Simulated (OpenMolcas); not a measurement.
**Ta3+ in K2NaGaF6: curves along the breathing mode**

Ta3+ with its 6 nearest fluoride ions, on the Ga site of K2NaGaF6 (a = 8.246 Å, distance in the model lattice 1.938 Å). The rest of the host is ab initio model potentials to 7.6 Å, with orthogonalisation functions on the cations behind the ligands, and point charges beyond; the distance is set by hand and nothing relaxes. Ligand basis ANO-RCC-VDZP.

```json
{"Program": "OpenMolcas 26.06", "Method": "CASSCF", "Basis": "ANO-RCC-VDZP [7s6p4d2f1g]", "Scalar Hamiltonian": "DKH2, point nucleus", "Active space": "2 electrons in 5 orbitals (5d)", "State averaging": "2S+1 = 3 even, 10 roots; 2S+1 = 1 even, 15 roots", "Spin-orbit coupling": "RASSI with atomic mean-field integrals over the reference wave functions"}
```

Spin-free energies (labels of O, the rotations of Oh) in cm-1 above the lowest fitted minimum, as all ligands move together:

```tsv
R (Å)	3T1	1E	1T2	1A1	3T2	3T1(2)	1T2(2)
1.866	23640	32640	32970	45550	72580	80210	82440
1.91	12030	21080	21390	33920	56710	64520	66780
1.954	4630	13740	14020	26500	45330	53250	55520
1.998	830	9980	10240	22660	37860	45870	48140
2.042	120	9330	9560	21910	33820	41900	44170
2.086	2130	11400	11610	23870	32820	40960	43220
2.13	6590	15920	16100	28280	34570	42760	45010
```

Cubic fits give the following; the wavenumber is harmonic, with the mass of all moving ligands, small differences in it between states hang on the degree of the fit, a number in brackets counts states of one label, and the table is a selection of at most 14 states with clean curves.

| State | R0 (Å) | Breathing mode (cm-1) | Minimum (cm-1) |
| --- | --- | --- | --- |
| 3T1 | 2.030 | 662 | 0 |
| 1E | 2.029 | 663 | 9200 |
| 1T2 | 2.029 | 662 | 9440 |
| 1A1 | 2.030 | 660 | 21800 |
| 3T2 | 2.079 | 642 | 32830 |
| 3T1(2) | 2.078 | 643 | 40960 |
| 1T2(2) | 2.078 | 643 | 43220 |
| 1T1 | 2.078 | 642 | 45410 |
| 3A2 | 2.125 | 625 | 64060 |
| 1E(2) | 2.124 | 627 | 74630 |
| 1A1(2) | 2.121 | 633 | 86400 |

The minimum of 3T2 is shifted by +0.0489 Å against 3T1 (from the unrounded fits). With M = 114.0 u for the moving shell, the Huang-Rhys factor in this mode is S = M ω ΔR² / 2ħ = 0.01483 × 114.0 × 662 × 0.0489² = 2.68. Only the first shell moves, against a rigid host.

An orbital triplet at a regular site is open to Jahn-Teller coupling, which can distort the site and quench the lowest spin-orbit gaps and is left out. Without dynamic correlation the repulsion within the d shell is too large (B by tens of per cent), so at a given field states of lower spin stand too high. With metal d orbitals alone the field can be off either way by tens of per cent. Ligand-to-metal charge-transfer states are missing. With no ligand orbital active B as a rule stays too high, so bands that hang on it stand too high and its fall with covalency is understated. The least metal-like active orbital is 73 % on the metal (Löwdin) and no ligand orbital is active, so the numbers are rough (holds for R = 1.866). The least metal-like active orbital is 75 % on the metal (Löwdin) and no ligand orbital is active, so the numbers are rough (holds for R = 1.91). The least metal-like active orbital is 77 % on the metal (Löwdin) and no ligand orbital is active, so the numbers are rough (holds for R = 1.954). The least metal-like active orbital is 78 % on the metal (Löwdin) and no ligand orbital is active, so the numbers are rough (holds for R = 1.998). The least metal-like active orbital is 80 % on the metal (Löwdin) and no ligand orbital is active, so the numbers are rough (holds for R = 2.042). The least metal-like active orbital is 81 % on the metal (Löwdin) and no ligand orbital is active, so the numbers are rough (holds for R = 2.086). The least metal-like active orbital is 82 % on the metal (Löwdin) and no ligand orbital is active, so the numbers are rough (holds for R = 2.13). No measured value stands beside these numbers.
